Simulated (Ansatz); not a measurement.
The cluster Ag₅Te₂⁺. Total charge 1; singlet. Geometry PBE-D4/def2-SVP.

Cartesian coordinates in Å:
```
Ag -1.961 2.052 -1.154
Ag 2.488 -0.596 -1.384
Ag -0.455 -0.309 -1.226
Ag -1.199 -0.993 1.401
Ag 1.265 0.397 1.020
Te -1.143 1.785 1.338
Te 1.005 -2.335 0.004
```

In the def2 sets Ag, Te take a core potential, while STO-3G treats all electrons; there is no spin–orbit coupling. No other spin state of charge 1 was run. Another isomer (singlet) lies 0.05 eV lower at PBE0-D4/def2-TZVP; other spin states weren't run for this one.

(1) Estimate the orbital energies around the gap (eV) in Ansatz with HF/STO-3G, LDA (SPW92)/def2-TZVP, PBE-D4/def2-SVP, PBE-D4/def2-TZVP, r2SCAN-D4/def2-TZVP.

Results:

(1) 
| orbital | HF/STO-3G | LDA (SPW92)/def2-TZVP | PBE-D4/def2-SVP | PBE-D4/def2-TZVP | r2SCAN-D4/def2-TZVP |
| --- | --- | --- | --- | --- | --- |
| HOMO−9 | -10.04 | -11.85 | -11.64 | -11.56 | -11.79 |
| HOMO−8 | -9.95 | -11.75 | -11.57 | -11.48 | -11.73 |
| HOMO−7 | -9.84 | -11.69 | -11.52 | -11.43 | -11.69 |
| HOMO−6 | -9.81 | -11.48 | -11.29 | -11.20 | -11.46 |
| HOMO−5 | -9.64 | -11.46 | -11.18 | -11.14 | -11.25 |
| HOMO−4 | -9.56 | -10.52 | -10.25 | -10.20 | -10.31 |
| HOMO−3 | -9.14 | -10.47 | -10.19 | -10.14 | -10.24 |
| HOMO−2 | -8.62 | -9.71 | -9.44 | -9.41 | -9.51 |
| HOMO−1 | -8.42 | -9.62 | -9.34 | -9.32 | -9.42 |
| HOMO | -8.11 | -9.13 | -8.85 | -8.83 | -8.89 |
| LUMO | -0.87 | -8.04 | -7.73 | -7.70 | -7.57 |
| LUMO+1 | -0.39 | -7.58 | -7.27 | -7.25 | -7.06 |
| LUMO+2 | -0.15 | -6.84 | -6.47 | -6.48 | -6.22 |
| LUMO+3 | 0.38 | -6.70 | -6.33 | -6.34 | -6.09 |
| LUMO+4 | 0.60 | -6.20 | -5.85 | -5.86 | -5.60 |
| LUMO+5 | 1.41 | -5.42 | -5.02 | -5.12 | -4.87 |
